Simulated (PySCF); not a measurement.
H₂BFS₂ (SMILES FB(S)S), singlet, geometry from GFN2-xTB, atoms displaced at random by about 0.08 Å a coordinate; TPSS/STO-3G, gradient by finite differences in PySCF.

Here is a job for PySCF.
```python
from pyscf import gto, scf, dft

mol = gto.Mole()
mol.atom = '''
    B    -0.28637515   -0.15312868   -0.02188553
    F    -1.59087124   -0.76497271   -0.07793302
    S    -0.08529971    1.50786723   -0.83325543
    H     1.06203775    1.70107660   -0.64394443
    S     1.05640969   -1.11440980    0.87137755
    H     2.02202585   -0.19562851    0.74276871
'''
mol.basis = 'sto-3g'
mol.verbose = 4
mol.build()

mf = dft.RKS(mol)
mf.xc = 'tpss'
mf.conv_tol = 1e-11
mf.kernel()
scan, done = mf.as_scanner(), []
scan.scf_summary = {}
def energy(d):
    c = mol.atom_coords()
    c[1, 1] += d
    e = scan(mol.set_geom_(c, unit='Bohr', inplace=False))
    done.append(scan.converged)
    return e
h = 0.05
fd = (energy(h) - energy(-h)) / (2 * h)
print('dE/dx =', fd)
```

It wrote (shortened):

```
PySCF version 2.14.0

[INPUT] verbose = 4
[INPUT] num. atoms = 6
[INPUT] num. electrons = 48
[INPUT] charge = 0
[INPUT] spin (= nelec alpha-beta = 2S) = 0
[INPUT] symmetry False subgroup None
[INPUT] Mole.unit = angstrom
[INPUT] Symbol           X                Y                Z      unit          X                Y                Z       unit  Magmom
[...]
nuclear repulsion = 180.175917558878
number of shells = 18
number of NR pGTOs = 90
number of NR cGTOs = 30
basis = sto-3g
ecp = {}

******** <class 'pyscf.dft.rks.RKS'> ********
method = RKS
initial guess = minao
damping factor = 0
level_shift factor = 0
DIIS = <class 'pyscf.scf.diis.CDIIS'>
diis_start_cycle = 1
diis_space = 8
diis_damp = 0
SCF conv_tol = 1e-11
SCF conv_tol_grad = None
SCF max_cycles = 50
direct_scf = True
direct_scf_tol = 1e-13
XC library pyscf.dft.libxc version 7.1.2
    S. Lehtola, C. Steigemann, M. J. T. Oliveira, and M. A. L. Marques,  SoftwareX 7, 1–5 (2018)
XC functionals = tpss
    J. Tao, J. P. Perdew, V. N. Staroverov, and G. E. Scuseria,  Phys. Rev. Lett. 91, 146401 (2003)
    J. P. Perdew, J. Tao, V. N. Staroverov, and G. E. Scuseria,  J. Chem. Phys. 120, 6898 (2004)
    J. Tao, J. P. Perdew, V. N. Staroverov, and G. E. Scuseria,  Phys. Rev. Lett. 91, 146401 (2003)
    J. P. Perdew, J. Tao, V. N. Staroverov, and G. E. Scuseria,  J. Chem. Phys. 120, 6898 (2004)
radial grids:
    Treutler-Ahlrichs [JCP 102, 346 (1995); DOI:10.1063/1.469408] (M4) radial grids

becke partition: Becke, JCP 88, 2547 (1988); DOI:10.1063/1.454033
pruning grids: <function nwchem_prune>
grids dens level: 3
symmetrized grids: False
atomic radii adjust function: <function treutler_atomic_radii_adjust>
small_rho_cutoff = 0
Set gradient conv threshold to 3.16228e-06
Initial guess from minao.
tot grids = 85688
init E= -911.687705951579
[...]
cycle= 1 E= -911.746745663348  delta_E= -0.059  |g|= 0.48  |ddm|= 3.14
[...]
cycle= 2 E= -911.096651598132  delta_E= 0.65  |g|= 1.68  |ddm|= 2.38
[...]
cycle= 3 E= -911.819425536694  delta_E= -0.723  |g|= 0.232  |ddm|= 1.75
[...]
cycle= 4 E= -911.838465249556  delta_E= -0.019  |g|= 0.0869  |ddm|= 0.523
[...]
cycle= 5 E= -911.841819797109  delta_E= -0.00335  |g|= 0.0154  |ddm|= 0.161
[...]
cycle= 6 E= -911.841904368637  delta_E= -8.46e-05  |g|= 0.00168  |ddm|= 0.0211
[...]
cycle= 7 E= -911.841905341846  delta_E= -9.73e-07  |g|= 0.000171  |ddm|= 0.00234
[...]
cycle= 8 E= -911.841905353076  delta_E= -1.12e-08  |g|= 6.16e-05  |ddm|= 0.000424
[...]
cycle= 9 E= -911.841905355154  delta_E= -2.08e-09  |g|= 9.02e-06  |ddm|= 0.000169
[...]
cycle= 10 E= -911.8419053552  delta_E= -4.68e-11  |g|= 6.54e-07  |ddm|= 2.32e-05
[...]
cycle= 11 E= -911.8419053552  delta_E= 4.55e-13  |g|= 3.4e-08  |ddm|= 1.27e-06
[...]
Extra cycle  E= -911.841905355199  delta_E= 6.82e-13  |g|= 6.21e-08  |ddm|= 1.9e-07
converged SCF energy = -911.841905355199
Create scanner for <class 'pyscf.dft.rks.RKS'>

WARN: Mole.unit (angstrom) is changed to Bohr

New geometry
   1 B     -0.286375150000  -0.153128680000  -0.021885530000 AA   -0.541170602381  -0.289371267016  -0.041357657791 Bohr
   2 F     -1.590871240000  -0.738513849454  -0.077933020000 AA   -3.006310943047  -1.395588914666  -0.147272063860 Bohr
   3 S     -0.085299710000   1.507867230000  -0.833255430000 AA   -0.161193090405   2.849456096907  -1.574624554507 Bohr
   4 H      1.062037750000   1.701076600000  -0.643944430000 AA    2.006960481449   3.214568890906  -1.216878612139 Bohr
   5 S      1.056409690000  -1.114409800000   0.871377550000 AA    1.996324989437  -2.105929312531   1.646664920594 Bohr
   6 H      2.022025850000  -0.195628510000   0.742768710000 AA    3.821075073291  -0.369684306057   1.403629435796 Bohr

******** <class 'pyscf.scf.hf.RKS_Scanner'> ********
method = RKS_Scanner
initial guess = minao
damping factor = 0
level_shift factor = 0
DIIS = <class 'pyscf.scf.diis.CDIIS'>
diis_start_cycle = 1
diis_space = 8
diis_damp = 0
SCF conv_tol = 1e-11
SCF conv_tol_grad = None
SCF max_cycles = 50
[...]
small_rho_cutoff = 0
Set gradient conv threshold to 3.16228e-06
tot grids = 85688
init E= -911.846924785467
[...]
cycle= 1 E= -911.843504403163  delta_E= 0.00342  |g|= 0.0119  |ddm|= 0.0564
[...]
cycle= 2 E= -911.84336599507  delta_E= 0.000138  |g|= 0.0207  |ddm|= 0.0639
[...]
cycle= 3 E= -911.843570598697  delta_E= -0.000205  |g|= 0.00139  |ddm|= 0.0415
[...]
cycle= 4 E= -911.843571072404  delta_E= -4.74e-07  |g|= 0.000833  |ddm|= 0.00298
[...]
cycle= 5 E= -911.84357131276  delta_E= -2.4e-07  |g|= 0.000105  |ddm|= 0.00121
[...]
cycle= 6 E= -911.843571317352  delta_E= -4.59e-09  |g|= 2.27e-05  |ddm|= 0.000232
[...]
cycle= 7 E= -911.843571317619  delta_E= -2.67e-10  |g|= 2.75e-06  |ddm|= 5.92e-05
[...]
cycle= 8 E= -911.843571317622  delta_E= -2.73e-12  |g|= 2.93e-07  |ddm|= 8.2e-06
[...]
Extra cycle  E= -911.843571317623  delta_E= -1.36e-12  |g|= 3.42e-07  |ddm|= 1.78e-06
converged SCF energy = -911.843571317623

WARN: Mole.unit (angstrom) is changed to Bohr

New geometry
   1 B     -0.286375150000  -0.153128680000  -0.021885530000 AA   -0.541170602381  -0.289371267016  -0.041357657791 Bohr
   2 F     -1.590871240000  -0.791431570546  -0.077933020000 AA   -3.006310943047  -1.495588914666  -0.147272063860 Bohr
   3 S     -0.085299710000   1.507867230000  -0.833255430000 AA   -0.161193090405   2.849456096907  -1.574624554507 Bohr
   4 H      1.062037750000   1.701076600000  -0.643944430000 AA    2.006960481449   3.214568890906  -1.216878612139 Bohr
   5 S      1.056409690000  -1.114409800000   0.871377550000 AA    1.996324989437  -2.105929312531   1.646664920594 Bohr
   6 H      2.022025850000  -0.195628510000   0.742768710000 AA    3.821075073291  -0.369684306057   1.403629435796 Bohr

******** <class 'pyscf.scf.hf.RKS_Scanner'> ********
method = RKS_Scanner
initial guess = minao
damping factor = 0
level_shift factor = 0
DIIS = <class 'pyscf.scf.diis.CDIIS'>
diis_start_cycle = 1
diis_space = 8
diis_damp = 0
SCF conv_tol = 1e-11
SCF conv_tol_grad = None
SCF max_cycles = 50
direct_scf = True
direct_scf_tol = 1e-13
XC library pyscf.dft.libxc version 7.1.2
    S. Lehtola, C. Steigemann, M. J. T. Oliveira, and M. A. L. Marques,  SoftwareX 7, 1–5 (2018)
XC functionals = tpss
    J. Tao, J. P. Perdew, V. N. Staroverov, and G. E. Scuseria,  Phys. Rev. Lett. 91, 146401 (2003)
    J. P. Perdew, J. Tao, V. N. Staroverov, and G. E. Scuseria,  J. Chem. Phys. 120, 6898 (2004)
    J. Tao, J. P. Perdew, V. N. Staroverov, and G. E. Scuseria,  Phys. Rev. Lett. 91, 146401 (2003)
    J. P. Perdew, J. Tao, V. N. Staroverov, and G. E. Scuseria,  J. Chem. Phys. 120, 6898 (2004)
radial grids:
    Treutler-Ahlrichs [JCP 102, 346 (1995); DOI:10.1063/1.469408] (M4) radial grids

becke partition: Becke, JCP 88, 2547 (1988); DOI:10.1063/1.454033
pruning grids: <function nwchem_prune>
grids dens level: 3
symmetrized grids: False
atomic radii adjust function: <function treutler_atomic_radii_adjust>
small_rho_cutoff = 0
Set gradient conv threshold to 3.16228e-06
tot grids = 85688
init E= -911.83266939791
[...]
cycle= 1 E= -911.839674299994  delta_E= -0.007  |g|= 0.0254  |ddm|= 0.114
[...]
cycle= 2 E= -911.83903208176  delta_E= 0.000642  |g|= 0.0445  |ddm|= 0.137
[...]
cycle= 3 E= -911.839975690611  delta_E= -0.000944  |g|= 0.00451  |ddm|= 0.0892
[...]
cycle= 4 E= -911.839981938175  delta_E= -6.25e-06  |g|= 0.00171  |ddm|= 0.00816
[...]
cycle= 5 E= -911.839982952755  delta_E= -1.01e-06  |g|= 0.000229  |ddm|= 0.00252
[...]
cycle= 6 E= -911.839982976176  delta_E= -2.34e-08  |g|= 5.71e-05  |ddm|= 0.00057
[...]
cycle= 7 E= -911.839982977866  delta_E= -1.69e-09  |g|= 6.74e-06  |ddm|= 0.00015
[...]
cycle= 8 E= -911.839982977893  delta_E= -2.71e-11  |g|= 8.64e-07  |ddm|= 2.03e-05
[...]
cycle= 9 E= -911.839982977892  delta_E= 1.14e-12  |g|= 9.46e-08  |ddm|= 2.58e-06
[...]
Extra cycle  E= -911.839982977893  delta_E= -4.55e-13  |g|= 1.68e-07  |ddm|= 4.58e-07
converged SCF energy = -911.839982977893
dE/dx = -0.03588339730185908
```
